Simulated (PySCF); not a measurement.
## CH2AlNO2

The system: CH2AlNO2, a small molecule; neutral, singlet. The structure, one conformer, was relaxed in the gas phase by PBE0-D3(BJ)/def2-SVP. No frequency run checks that it is a minimum.

SMILES: N#[C][Al]([OH])[OH]

```xyz
7

O     0.781   -0.814    1.296
Al   -0.025   -0.196   -0.051
O    -0.757   -1.176   -1.204
C    -0.146    1.707   -0.342
N    -0.202    2.857   -0.485
H     1.223   -0.333    1.996
H    -0.806   -2.132   -1.205
```
Atom numbers follow the order of the file, from 1.

Shieldings: GIAO PBE0/pcSseg-2. Shifts are against computed references at the same level: C TMS (σ 184.1 ppm), H TMS (σ 31.24 ppm). Core levels by delta-SCF with SCAN, pcX-2 on the ionised atom and pcseg-1 elsewhere, spin-free X2C (2p3/2 is the spin-free 2p value less a third of a first-order spin-orbit splitting); from the vacuum level, for chosen atoms.

Question: Give the NMR and core-level values of the distinct atoms.

Answer: 
```csv
atoms,bonded to,σ (ppm),δ (ppm),core level (eV)
O1,1 Al + 1 H,288.8,-,1s 538.84
Al2,1 C + 2 O,467.2,-,2p3/2 82.00
O3,1 Al + 1 H,306.7,-,1s 538.85
C4,1 Al + 1 N,54.8,129.3,1s 291.85
N5,1 C,-111.1,-,1s 405.61
H6,1 O,29.16,2.08,-
H7,1 O,29.75,1.50,-
```

Values are those of this one static structure; atoms that internal rotation interchanges would show their mean in an NMR spectrum.

The core-hole states of C4, N5 are spin-contaminated (⟨S²⟩ 0.83, 0.83 against 0.75 for a pure doublet), so those values and differences from them are less sure.

Question: By CAM-B3LYP/def2-SVPD (TDDFT singlets, Tamm-Dancoff triplets, ionisation by delta-SCF), where does absorption start, and what does vertical ionisation take?

Answer: The first singlet with intensity lies at 7.08 eV (f 0.009); what lies below it is dark. The lowest singlet lies at 6.60 eV (f 0.000), the strongest of the first 6 at 7.84 eV (f 0.028), the lowest triplet at 5.58 eV; vertical ionisation takes 12.41 eV.

The 3 runs behind this took 2.7 min in all, one thread each of Arm Neoverse N1 on a shared host, launched as `OMP_NUM_THREADS=1 python cluster_run.py task.json out`.
